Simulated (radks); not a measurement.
Question: The gallium ion Ga+, [Ar] 3d10 4s2. Calculated with a radial shooting solver on a logarithmic mesh with Libxc functionals: non-relativistic Kohn-Sham, PBE, spin-polarised, spherical densities, point nucleus. Every spin shell is full or empty, so the densities are truly spherical. Functionals are evaluated on that one density, not self-consistently. Rank these exchange functionals by their error against the exact value of the orbitals, and give that value: LDA, revPBE, RPBE, PW91, B86b, G96, EV93, TPSS, SCAN, MS2, Tao-Mo.

Answer: Exact: -73.1740 hartree. From best to worst, with 100 (|E| - |E exact|)/|E exact| (equal figures are ties): revPBE +0.07, MS2 -0.14, RPBE +0.15, TPSS +0.23, PW91 +0.30, Tao-Mo -0.35, B86b +0.37, SCAN +0.43, EV93 +0.44, G96 +0.57, LDA -5.64.
